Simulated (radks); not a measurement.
Values are calculated unless marked as measured or tabulated.
Task: Excited configurations of Pm: one electron is placed in a higher orbital outside [Xe] 4f5 6s1. The ground configuration is [Xe] 4f5 6s2. Code: a radial shooting solver on a logarithmic mesh with Libxc functionals. Model: non-relativistic Kohn-Sham, PBE, spin-unpolarised, spherical densities, point nucleus; relativity is left out, which matters for an element this heavy. Excitation = E - E(ground); binding = E(ion) - E, where the ion is the core of charge +1; n* = 1/sqrt(2 binding) in atomic units, and the quantum defect is n - n*.

| outer orbital | excitation (eV) | binding (eV) | n* | quantum defect | eigenvalue (eV) | <r> (bohr) |
|---|---|---|---|---|---|---|
| 5d | 1.175 | 4.382 | 1.762 | 3.238 | -1.421 | 3.523 |
| 5f | 4.619 | 0.938 | 3.809 | 1.191 | -0.424 | 16.57 |
| 6p | 2.032 | 3.525 | 1.965 | 4.035 | -1.824 | 5.879 |
| 6d | 4.035 | 1.522 | 2.989 | 3.011 | -0.725 | 11.15 |
| 6f | 4.893 | 0.664 | 4.527 | 1.473 | -0.366 | 27.83 |
| 7s | 3.513 | 2.044 | 2.580 | 4.420 | -1.220 | 10.67 |
| 7d | 4.605 | 0.952 | 3.781 | 3.219 | -0.544 | 20.78 |
| 7f | 5.070 | 0.487 | 5.287 | 1.713 | -0.296 | 41.34 |

Estimate the row for 7p.

Result: excitation (eV) 3.997; binding (eV) 1.560; n* 2.954; quantum defect 4.046; eigenvalue (eV) -0.908; <r> (bohr) 13.24. The Delta-SCF ionisation energy is 5.557 eV (NIST Atomic Spectra Database: 5.582 eV, measured). Self-interaction in the functional shifts the binding energies and quantum defects, so they are the method's values and not measured ones. Relativity is left out here, which matters for elements this heavy. Spin polarisation and multiplet splitting are left out, so open shells lie too high by an amount that depends on their filling.

Beside tabulated values, note that spin-unpolarised runs miss the spin-polarisation part of the exchange energy of open shells.
